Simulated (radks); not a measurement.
Results of a calculation; reference values are marked as such.
Task: All-electron atom: neutral scandium in [Ar] 3d1 4s2. Code: a radial shooting solver on a logarithmic mesh with Libxc functionals. Model: scalar-relativistic Kohn-Sham, PBE, spin-unpolarised, spherical densities, point nucleus. Some entries of the table are withheld. Estimate them.

| orbital | occ. | eigenvalue (hartree) | r(max) (bohr) |
|---|---|---|---|
| 1s | 2 | -161.5967 | 0.04780 |
| 2s | 2 | -17.43127 | 0.2836 |
| 2p | 6 | -14.26828 | (1) |
| 3s | 2 | (2) | 0.9267 |
| 3p | 6 | -1.23568 | 0.9683 |
| 4s | 2 | -0.15373 | (3) |
| 3d | 1 | -0.11882 | 1.098 |

Result: 
(1) 2p r(max) (bohr): 0.2323
(2) 3s eigenvalue (hartree): -2.02265
(3) 4s r(max) (bohr): 3.119
